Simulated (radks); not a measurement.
Values are calculated unless marked as measured or tabulated.
Q: All-electron atom: N3+ in [He] 2s1.5 2p0.5 (fractional occupations, a model configuration). Level of theory: non-relativistic Kohn-Sham, LDA (Slater exchange, Perdew-Wang correlation), spin-polarised, spherical densities, point nucleus; open shells are filled with parallel spins first (a radial shooting solver on a logarithmic mesh with Libxc functionals). Some entries of the table are withheld. Estimate them.

orbital  occ.  eigenvalue (eV)  <1/r> (bohr^-1)  <r^2> (bohr^2)
1s up       1              (1)              (2)         0.07190
1s down     1              (3)              (4)         0.07160
2s up       1         -68.6720            1.319           1.436
2s down   0.5         -65.5695            1.297           1.484
2p up     0.5         -58.0138              (5)           1.293
2p down     0         -54.8660              (6)           1.350

A: 
(1) 1s up eigenvalue (eV): -446.8890
(2) 1s up <1/r> (bohr^-1): 6.605
(3) 1s down eigenvalue (eV): -445.7177
(4) 1s down <1/r> (bohr^-1): 6.611
(5) 2p up <1/r> (bohr^-1): 1.242
(6) 2p down <1/r> (bohr^-1): 1.225
